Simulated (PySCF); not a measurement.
An unknown is described by computed data only.

Formula: C5H3O2S; charge -1.

| Property | Result |
| --- | --- |
| Polarisability | 89.8 au [wB97X-D/def2-SVPD] |
| UV, first state | lowest singlet excitation: 4.48 eV (277 nm, f = 0.000) [TDDFT wB97X-D/def2-SVPD] |
| Rotational structure | rotational constants A, B, C: 3.801, 1.461, 1.055 GHz [PBE0-D3(BJ)/def2-SVP] |
| UV, strongest line | among the 6 lowest singlet transitions: S4 at 5.38 eV (230 nm, f = 0.156) [TDDFT wB97X-D/def2-SVPD] |
| NMR, other nuclei | isotropic shieldings of nuclei other than C and H, by class: 13 (2 O), 227 (1 S) ppm [GIAO CAM-B3LYP/pcSseg-2] |
| 1H NMR | chemical shifts (computed TMS as zero) by class: 7.39 (1 H), 6.70 (1 H), 6.70 (1 H) ppm [GIAO CAM-B3LYP/pcSseg-2] |
| 13C NMR | chemical shifts (computed TMS as zero) by class: 184.9 (1 C), 171.1 (1 C), 136.1 (1 C), 134.0 (1 C), 133.1 (1 C) ppm [GIAO CAM-B3LYP/pcSseg-2] |

Gas-phase values; electronic properties from PySCF, density fitting. Levels stand in brackets. Geometry: PBE0-D3(BJ)/def2-SVP; no solvent, vibrations or thermal averaging. The geometry's basis has no diffuse functions, a weakness for an anion. No diffuse functions stand in pcSseg-2, which bears on an anion's orbital energies. Each NMR value is the plain mean over a class of atoms that symmetry, rotation or inversion makes alike.

Q: Give a SMILES that accounts for the data.

A: Numbering: `[O:1]=[C:2]([O-:3])[c:4]1[cH:5][cH:6][cH:7][s:8]1`. 5 carbons fall into 5 classes; from least to most shielded: substituted aromatic carbon [C4] (184.9 ppm), carboxylate carbon [C2] (171.1 ppm), aromatic CH next to a ring sulfur [C7] (136.1 ppm), aromatic CH carbon [C6] (134.0 ppm), aromatic CH carbon [C5] (133.1 ppm). Hydrogen classes from least to most shielded: 1 H on an aromatic CH carbon, C5 (7.39 ppm), 1 H on an aromatic CH carbon, C6 (6.70 ppm), 1 H on an aromatic CH next to a ring sulfur, C7 (6.70 ppm). The other shieldings belong to: 13 ppm, carboxylate oxygen [O1/O3]; 227 ppm, thiophene-type sulfur [S8]. The optimised geometry has point group Cs and is an asymmetric top. Structure: `O=C([O-])c1cccs1`. The assignments are read from this structure; whether some other isomer fits the data as well wasn't checked.

Conformer computed: `[O:1]=[C:2]([O-:3])[c:4]1[cH:5][cH:6][cH:7][s:8]1`: O1–C2–C4–C5 0°.
